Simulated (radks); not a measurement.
Q: Ne4+, 6 electrons, occupied as [He] 2p2 3d2 (not the ground configuration). Method: scalar-relativistic Kohn-Sham, LDA (Slater exchange, Perdew-Wang correlation), spin-polarised, spherical densities, point nucleus; open shells are filled with parallel spins first; computed with a radial shooting solver on a logarithmic mesh with Libxc functionals. Some entries of the table are withheld. Estimate them.

| orbital | occ. | eigenvalue (hartree) | <1/r> (bohr^-1) | <r> (bohr) |
|---|---|---|---|---|
| 1s up | 1 | -36.49438 | 9.615 | 0.1579 |
| 1s down | 1 | -36.35237 | 9.647 | 0.1572 |
| 2s up | 0 | -5.80760 | 2.033 | (1) |
| 2s down | 0 | -5.25779 | 1.999 | (2) |
| 2p up | 2 | (3) | 1.961 | 0.6505 |
| 2p down | 0 | (4) | 1.946 | 0.6608 |
| 3p up | 0 | -1.68056 | 0.7286 | 1.895 |
| 3p down | 0 | -1.46331 | 0.6740 | 2.043 |
| 3d up | 2 | (5) | 0.6870 | 1.732 |
| 3d down | 0 | (6) | 0.6080 | 1.969 |

A: 
(1) 2s up <r> (bohr): 0.7247
(2) 2s down <r> (bohr): 0.7363
(3) 2p up eigenvalue (hartree): -5.12175
(4) 2p down eigenvalue (hartree): -4.56789
(5) 3d up eigenvalue (hartree): -1.45761
(6) 3d down eigenvalue (hartree): -1.20603
